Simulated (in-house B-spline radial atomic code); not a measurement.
Binding energies in the aluminium ion Al⁴⁺

NIST's tabulated ground configuration is [He] 2s2 2p5; each binding energy is the energy of the ion with one electron taken from that subshell, relaxed, less that of the parent. Method: Dirac-Hartree-Fock, average of configuration, Fermi nucleus of rms radius 3.061 fm. Calculated with a B-spline radial code for spherical atoms. Energies include first-order Breit, QED and recoil terms.

| subshell | X-ray name | binding energy (eV) | -ε (eV) | relaxation (eV) |
| --- | --- | --- | --- | --- |
| 1s | K | 1654.7 | 1674.4 | 18.6 |
| 2s | L1 | 197.7 | 199.9 | 2.1 |
| 2p | L2,3 | 154.8 | 157.5 | 2.6 |

Relaxation = -ε minus the binding energy without Breit, QED and recoil terms.

What does it cost to remove two 1s electrons?

3492.5 eV, which is 183.1 eV more than the two single binding energies together.

What does it cost to remove both a 1s and a 2p electron?

1861 eV, which is 51.46 eV more than the two single binding energies together.

What does it cost to remove both a 2s and a 2p electron?

387.38 eV, which is 34.79 eV more than the two single binding energies together.
